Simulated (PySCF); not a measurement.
Computed properties of In(Me)3(AsH3) (C₃H₁₂AsIn), SMILES [CH3][In]([CH3])([CH3])<-[AsH3]

C3H12AsIn, SMILES [CH3][In]([CH3])([CH3])<-[AsH3] (connectivity only; charge and spin as stated), neutral, multiplicity 1. The structure is a stationary point at B3LYP-D3(BJ)/def2-SVP. The isomer is the one that the SMILES or the coordinates give; other isomers of the formula were not compared. The def2 effective core potentials stand for the cores of In; spin–orbit coupling is left out. The values are those of a single conformer. All values are computed for the isolated molecule unless a solvent is named; none is compared with measurement here.

**Structure.** All 45 harmonic modes at B3LYP-D3(BJ)/def2-SVP (PySCF) are real, so it is a minimum.

**Vibrations.** The strongest infrared lines (harmonic, unscaled, degenerate partners summed) lie at 703 cm⁻¹ (170 km/mol, H 80 %, C 18 %), 2212 cm⁻¹ (108 km/mol, H 99 %), 921 cm⁻¹ (95 km/mol, H 97 %). The softest mode is at 38 cm⁻¹ and the zero-point energy is 80.3 kcal/mol.

**Electronic structure.** M06-2X/def2-TZVP (PySCF) places the frontier levels at -7.77 and 0.42 eV, a gap of 8.19 eV, and gives a dipole moment of 2.49 D.

**Excitations.** TDA-PBE0/def2-SVPD (PySCF) has S1 at 5.38 eV (231 nm, f = 0.000, dark); the most intense of the 6 singlets computed lies at 5.64 eV (f = 0.07). T1 (TDA) is at 5.16 eV, 0.22 eV under S1. No vertical singlet excitation falls in the visible range (under 3.1 eV).
